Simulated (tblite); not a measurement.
Start geometry of `[C@@H]1([C@H]2CCO[SiH2]2)C(=C)C1` from a force field or distance geometry (Å):
```
atom  x, y, z in Å
C1     2.3864    0.7833   -1.2187
C2     1.8905   -0.1712   -0.4137
C3     1.7221   -1.5603    0.0698
C4     1.0479   -0.4164    0.7861
C5    -0.4068   -0.2133    0.8021
C6    -0.8602    1.2153    0.4824
C7    -2.3269    1.1004    0.2041
O8    -2.5305    0.1819   -0.7933
Si9   -1.3695   -1.0924   -0.5287
H10    3.0204    0.4686   -2.0482
H11    2.1326    1.8363   -1.0560
H12    1.1501   -2.2394   -0.5946
H13    2.5160   -2.0417    0.6515
H14    1.5559   -0.1611    1.7657
H15   -0.8562   -0.4836    1.7909
H16   -0.3032    1.4944   -0.4377
H17   -0.6099    1.9197    1.2951
H18   -2.8581    0.8504    1.1645
H19   -2.6579    2.1246   -0.1115
H20   -0.6479   -1.2633   -1.7764
H21   -2.0037   -2.3151   -0.0338
```

**Question.** What comes out of this run: GFN2-xTB geometry optimisation, gas phase in tblite?

**Answer.** 
```
atom  x, y, z in Å
C1     2.297    0.525   -1.421
C2     1.879   -0.206   -0.420
C3     1.834   -1.515    0.237
C4     1.105   -0.316    0.818
C5    -0.403   -0.244    0.791
C6    -0.902    1.206    0.750
C7    -2.342    1.173    0.240
O8    -2.454    0.200   -0.774
Si9   -1.329   -0.982   -0.714
H10    2.916    0.117   -2.204
H11    2.043    1.570   -1.506
H12    1.240   -2.295   -0.219
H13    2.718   -1.879    0.741
H14    1.545    0.124    1.710
H15   -0.781   -0.716    1.706
H16   -0.289    1.765    0.041
H17   -0.847    1.700    1.721
H18   -3.032    0.911    1.050
H19   -2.649    2.133   -0.183
H20   -0.606   -0.991   -1.978
H21   -1.952   -2.263   -0.386
```

The energy falls by 0.636 eV over 86 L-BFGS steps, the largest force on an atom goes from 2.43 to 0.010 eV/Å, and the atoms move by 0.310 Å rms after alignment. The bond that changes most is O8–Si9 (silyl ether oxygen to oxygen-bound silicon), which shortens by 0.111 Å. Bonds longer at the end by more than 0.005 Å: 5 of 22; shorter: 14. Among the angles that change most is C7–O8–Si9, from 106.3° to 114.7°. Among the dihedrals that turn most is C2–C4–C5–C6, from -60° to -82°. Rotational constants go from 2498, 1004, 900.9 to 2472, 972.6, 919.3 MHz. The orientation of the end geometry is arbitrary; only internal coordinates are fixed.

Its GFN2-xTB frequencies are all real (lowest 63 cm⁻¹). One conformer, not necessarily the lowest. 3 starts were optimised and ended at 0.00, 0.39 and 1.30 kcal/mol (GFN2-xTB); the lowest of these is shown.

All values are computed, not measured.
